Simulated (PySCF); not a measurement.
Species: C6H6F2OSi.
SMILES with atom numbers: `[F:1][c:2]1[cH:3][cH:4][c:5]([O:6][SiH3:7])[cH:8][c:9]1[F:10]` (hydrogens: H11 on C3; H12 on C4; H13, H14, H15 on Si7; H16 on C8)

Cartesian coordinates in Å at the GFN2-xTB level; atoms count from 1:
```
atom  x, y, z in Å
F1    -3.759    0.310   -0.236
C2    -2.436    0.087   -0.149
C3    -1.961   -1.212   -0.084
C4    -0.603   -1.444    0.004
C5     0.299   -0.380    0.030
O6     1.604   -0.663    0.115
Si7    2.969    0.234    0.169
C8    -0.181    0.924   -0.036
C9    -1.542    1.149   -0.124
F10   -1.991    2.414   -0.186
H11   -2.665   -2.027   -0.104
H12   -0.219   -2.450    0.055
H13    3.933   -0.848    0.257
H14    2.955    1.112    1.339
H15    3.095    1.041   -1.046
H16    0.496    1.762   -0.018
```

Computed, not measured: PBE0/pcSseg-1 in PySCF (dipole) on a GFN2-xTB geometry, gas phase.

Take the most abundant isotopes and a rigid rotor. The values belong to one conformer with, in the numbering `[F:1][c:2]1[cH:3][cH:4][c:5]([O:6][SiH3:7])[cH:8][c:9]1[F:10]`, C4–C5–O6–Si7 180°.

Q: Give the principal moments of inertia and the rotational constants in MHz.

A: Ia = 194.02, Ib = 809.24, Ic = 997.50 u·Å²; 505379 MHz·u·Å²/I gives A = 2605, B = 624.5, C = 506.6 MHz.

Q: What kind of rotor is it?

A: An asymmetric top: κ = (2 × 624.5 − 2605 − 506.6)/(2605 − 506.6) = -0.89.

Q: Is it planar, by Δ = Ic − Ia − Ib?

A: Not planar: Δ = Ic − Ia − Ib = -5.76 u·Å². For a rigid frame Δ = −2 Σ m c², so Σ m c² = 2.88 u·Å² lies off the ab plane, practically all of it from hydrogen. The atom farthest from that plane is 1.20 Å away.

Q: Give the other two planar moments, Paa and Pbb, and the rms extents of the mass along the axes.

A: Paa = Σ m a² = (Ib + Ic − Ia)/2 = 806.36 and Pbb = Σ m b² = (Ia + Ic − Ib)/2 = 191.14 u·Å². With the mass M = 160.02 u, the rms extents √(P/M) along a, b and c are 2.24, 1.09, 0.13 Å.

Q: Where do the levels up to J = 2 lie, in MHz?

A: Above 0(0,0):
J = 1: 1(0,1) 1131, 1(1,1) 3111, 1(1,0) 3229
J = 2: 2(0,2) 3388, 2(1,2) 5256, 2(1,1) 5610, 2(2,1) 11550, 2(2,0) 11555
The levels of one J sum to (2J + 1)J(J + 1)(A + B + C)/3.

Q: Which types of transition are allowed, and where do some lines up to J = 2 fall?

A: The dipole components are |μa| = 2.64 D, |μb| = 0.58 D, |μc| = 0.00 D; the mirror of this Cs structure is the ab plane, so μc vanishes by symmetry and there are no c-type lines. Intensities carry the squares of the components, which stand as 1.00 : 0.05 (a : b). Some lines, for components of 0.1 D or more:

```
type  branch         J(Ka,Kc)   MHz  lower level (cm⁻¹)
   a       Q  2(1,1) ← 2(1,2)   354               0.175
   a       R  1(0,1) ← 0(0,0)  1131               0.000
   b       Q  1(1,0) ← 1(0,1)  2098               0.038
   a       R  2(1,2) ← 1(1,1)  2144               0.104
   b       Q  2(1,1) ← 2(0,2)  2221               0.113
   a       R  2(0,2) ← 1(0,1)  2257               0.038
   a       R  2(1,1) ← 1(1,0)  2380               0.108
   b       R  1(1,1) ← 0(0,0)  3111               0.000
   b       R  2(1,2) ← 1(0,1)  4125               0.038
   b       Q  2(2,0) ← 2(1,1)  5946               0.187
   b       Q  2(2,1) ← 2(1,2)  6294               0.175
   b       R  2(2,1) ← 1(1,0)  8321               0.108
   b       R  2(2,0) ← 1(1,1)  8444               0.104
```

Not checked by GFN2-xTB frequencies. Constants of a rigid frame at the computed geometry: no zero-point averaging, no centrifugal distortion. A rigid rotor knows nothing of internal rotation, which can split or shift real lines.
